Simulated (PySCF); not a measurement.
C3H6ClNSi.
SMILES with atom numbers: `[CH2:1]=[CH:2][Si@@H:3]([Cl:4])[N:5]=[CH2:6]` (hydrogens: H7, H8 on C1; H9 on C2; H10 on Si3; H11, H12 on C6)

The same species was optimised twice, with GFN2-xTB and with PBE0-D3(BJ)/def2-SVP (PySCF), and the same property calculations (PySCF, gas phase) were run on both structures.

```json
{"coordinate": "Si3–Cl4 (Å)", "GFN2-xTB": "2.040", "PBE0-D3(BJ)/def2-SVP": "2.089", "change": "+0.049"}
{"coordinate": "C2–Si3 (Å)", "GFN2-xTB": "1.881", "PBE0-D3(BJ)/def2-SVP": "1.853", "change": "-0.028"}
{"coordinate": "Si3–N5 (Å)", "GFN2-xTB": "1.724", "PBE0-D3(BJ)/def2-SVP": "1.741", "change": "+0.017"}
{"coordinate": "C1=C2 (Å)", "GFN2-xTB": "1.324", "PBE0-D3(BJ)/def2-SVP": "1.338", "change": "+0.014"}
{"coordinate": "N5=C6 (Å)", "GFN2-xTB": "1.248", "PBE0-D3(BJ)/def2-SVP": "1.262", "change": "+0.014"}
{"coordinate": "Si3–N5–C6 (°)", "GFN2-xTB": "133.9", "PBE0-D3(BJ)/def2-SVP": "126.9", "change": "-7.0"}
{"coordinate": "Cl4–Si3–N5 (°)", "GFN2-xTB": "115.2", "PBE0-D3(BJ)/def2-SVP": "111.3", "change": "-3.9"}
{"coordinate": "C1–C2–Si3 (°)", "GFN2-xTB": "124.8", "PBE0-D3(BJ)/def2-SVP": "122.3", "change": "-2.5"}
{"coordinate": "C2–Si3–N5 (°)", "GFN2-xTB": "106.3", "PBE0-D3(BJ)/def2-SVP": "108.4", "change": "+2.1"}
{"coordinate": "C2–Si3–Cl4 (°)", "GFN2-xTB": "108.0", "PBE0-D3(BJ)/def2-SVP": "108.7", "change": "+0.7"}
{"coordinate": "C1–C2–Si3–Cl4 (°)", "GFN2-xTB": "-137", "PBE0-D3(BJ)/def2-SVP": "-128", "change": "+9"}
{"coordinate": "C2–Si3–N5–C6 (°)", "GFN2-xTB": "-117", "PBE0-D3(BJ)/def2-SVP": "-124", "change": "-7"}
```

Rotational constants: A = 2608, B = 1953, C = 1252 MHz (GFN2-xTB) against A = 2673, B = 1942, C = 1274 MHz (PBE0-D3(BJ)/def2-SVP). Point groups within 0.08 Å: C1 and C1.

On the GFN2-xTB structure: lowest singlet, TDDFT (eV) 4.12 [PBE0/def2-SVPD]; lowest triplet, Tamm–Dancoff (eV) 3.48 [PBE0/def2-SVPD]; isotropic polarisability (au) 82.3 [PBE0/def2-SVPD]; HOMO (eV) -7.33 [PBE0/def2-SVPD]; LUMO (eV) -1.14 [PBE0/def2-SVPD]; dipole (D) 1.38 [PBE0/def2-SVPD]; HOMO (eV) -7.32 [PBE0/pcSseg-1]; LUMO (eV) -1.07 [PBE0/pcSseg-1]; dipole (D) 1.47 [PBE0/pcSseg-1]; GIAO shielding of C1 (ppm) 41.4 [PBE0/pcSseg-1]; GIAO shielding of C2 (ppm) 45.8 [PBE0/pcSseg-1]; GIAO shielding of Si3 (ppm) 374.1 [PBE0/pcSseg-1]; GIAO shielding of Cl4 (ppm) 944.0 [PBE0/pcSseg-1]; GIAO shielding of N5 (ppm) -149.6 [PBE0/pcSseg-1]; GIAO shielding of C6 (ppm) 12.2 [PBE0/pcSseg-1].

Question: What do these properties become on the PBE0-D3(BJ)/def2-SVP structure?

Answer: 
| property | level | on GFN2-xTB | on PBE0-D3(BJ)/def2-SVP | change |
| --- | --- | --- | --- | --- |
| lowest singlet, TDDFT (eV) | PBE0/def2-SVPD | 4.12 | 4.17 | +0.05 |
| lowest triplet, Tamm–Dancoff (eV) | PBE0/def2-SVPD | 3.48 | 3.52 | +0.04 |
| isotropic polarisability (au) | PBE0/def2-SVPD | 82.3 | 83.2 | +0.9 |
| HOMO (eV) | PBE0/def2-SVPD | -7.33 | -7.48 | -0.15 |
| LUMO (eV) | PBE0/def2-SVPD | -1.14 | -1.25 | -0.11 |
| dipole (D) | PBE0/def2-SVPD | 1.38 | 1.34 | -0.04 |
| energy, GFN2-xTB geometry as zero (kcal/mol) | PBE0/def2-SVPD | 0.0 | -2.4 | -2.4 |
| HOMO (eV) | PBE0/pcSseg-1 | -7.32 | -7.48 | -0.16 |
| LUMO (eV) | PBE0/pcSseg-1 | -1.07 | -1.19 | -0.12 |
| dipole (D) | PBE0/pcSseg-1 | 1.47 | 1.41 | -0.06 |
| energy, GFN2-xTB geometry as zero (kcal/mol) | PBE0/pcSseg-1 | 0.0 | -1.6 | -1.6 |
| GIAO shielding of C1 (ppm) | PBE0/pcSseg-1 | 41.4 | 35.4 | -6.0 |
| GIAO shielding of C2 (ppm) | PBE0/pcSseg-1 | 45.8 | 44.6 | -1.2 |
| GIAO shielding of Si3 (ppm) | PBE0/pcSseg-1 | 374.1 | 364.9 | -9.2 |
| GIAO shielding of Cl4 (ppm) | PBE0/pcSseg-1 | 944.0 | 947.7 | +3.7 |
| GIAO shielding of N5 (ppm) | PBE0/pcSseg-1 | -149.6 | -145.5 | +4.1 |
| GIAO shielding of C6 (ppm) | PBE0/pcSseg-1 | 12.2 | 4.7 | -7.5 |

The heavy atoms differ by 0.088 Å rms after alignment. Among bonds between heavy atoms Si3–Cl4 changes most (+0.049 Å). Changes are differences of the printed values. Neither structure is proved a minimum here.

Conformer computed: `[CH2:1]=[CH:2][Si@@H:3]([Cl:4])[N:5]=[CH2:6]`: C1–C2–Si3–Cl4 -128°, C2–Si3–N5–C6 -124°.
